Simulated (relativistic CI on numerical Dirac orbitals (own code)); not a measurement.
Sensitivity of the levels of P¹⁴⁺ to α

Method of calculation: Dirac equation for one electron (own radial code, finite nucleus).

CI space: 1s, 2s, 2p. Levels of other configurations are missing.

With x = (α/α₀)² − 1 an excitation energy changes as ω = ω₀ + qx; K = 2q/ω₀ is the relative enhancement. Terms are leading LS components, so labels can repeat.

Lowest level 1s ²S1/2.

| Level | ω₀ (cm⁻¹) | q (cm⁻¹) | K |
| --- | --- | --- | --- |
| 2p ²P°1/2 | 18568958 | 51450 | 0.00554 |
| 2s ²S1/2 | 18568962 | 51450 | 0.00554 |
| 2p ²P°3/2 | 18587587 | 70220 | 0.00756 |
